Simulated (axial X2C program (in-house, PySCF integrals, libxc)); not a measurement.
# Bond lengths and stretching modes, held linear, of OCuO²⁺

Calculated with an in-house all-electron X2C program for linear molecules (integrals from PySCF): two-component X2C with atomic mean-field Coulomb and Gaunt terms, Gaussian nuclei, basis O dyall-av3z, Cu dyall-v3z with contracted cores. Spin-free rows use the one-electron spin-free X2C Hamiltonian.

Masses O 15.995, Cu 62.930, O 15.995 u. States: 2c Ω = 5/2 (beyond evenly filled blocks: ω = -1/2, 2 × ω = 3/2); spin-free M_S = 5/2, Λ = 0 (beyond evenly filled blocks: σα, 2 × π+α, 2 × π-α).

PBE, spin-free: energies above the lowest point

| r(O–Cu) (Å) | r(Cu–O) (Å) | E (meV) |
| --- | --- | --- |
| 1.9149 | 1.9149 | 0.00 |
| 1.9149 | 1.9640 | 2.14 |
| 1.9149 | 2.0131 | 13.68 |
| 1.9640 | 1.9149 | 2.14 |
| 1.9640 | 1.9640 | 9.00 |
| 1.9640 | 2.0131 | 24.54 |
| 1.9640 | 2.0622 | 46.22 |
| 2.0131 | 1.9149 | 13.68 |
| 2.0131 | 1.9640 | 24.54 |
| 2.0131 | 2.0131 | 43.56 |
| 2.0622 | 1.9640 | 46.22 |
| 2.0622 | 2.0622 | 95.30 |

**Question.** Fit a quadratic surface with cubic terms in each bond: where is the minimum, and what are the two stretching wavenumbers?

**Answer.** At PBE, spin-free: bonds 1.921 and 1.921 Å; harmonic stretches 272.6 and 313.4 cm⁻¹; force constants 0.695, 0.695 and coupling 0.23 mdyn/Å.

The other levels and Hamiltonians give:

| Hamiltonian | level | r(O–Cu) (Å) | r(Cu–O) (Å) | lower stretch (cm⁻¹) | upper stretch (cm⁻¹) |
| --- | --- | --- | --- | --- | --- |
| 2c | PBE0 | 1.963 | 1.963 | 350.6 | 421.2 |
| 2c | HF | 2.042 | 2.042 | 353.9 | 433.2 |
| 2c | PBE | 1.921 | 1.921 | 272.3 | 313.2 |
| 2c | MP2 | 1.969 | 1.969 | 386.4 | 472.1 |
| spin-free | PBE0 | 1.962 | 1.962 | 350.9 | 421.4 |
| spin-free | HF | 2.038 | 2.038 | 358.0 | 435.7 |
| spin-free | MP2 | 1.966 | 1.966 | 388.7 | 472.8 |

Each state is one determinant, the lowest of a limited PBE0 search; the stretches come from a fit to these few points and carry an uncertainty of a few per cent. Other orders of the atoms were not compared. The levels spread by more than a fifth, so the stretches depend strongly on the method. MP2 freezes inner shells (threshold -2 hartree). A multiply charged ion may be only metastable. The molecule was held linear; bending was not examined, so a bent shape may lie lower. Note: several unpaired electrons, one determinant need not be a pure state.
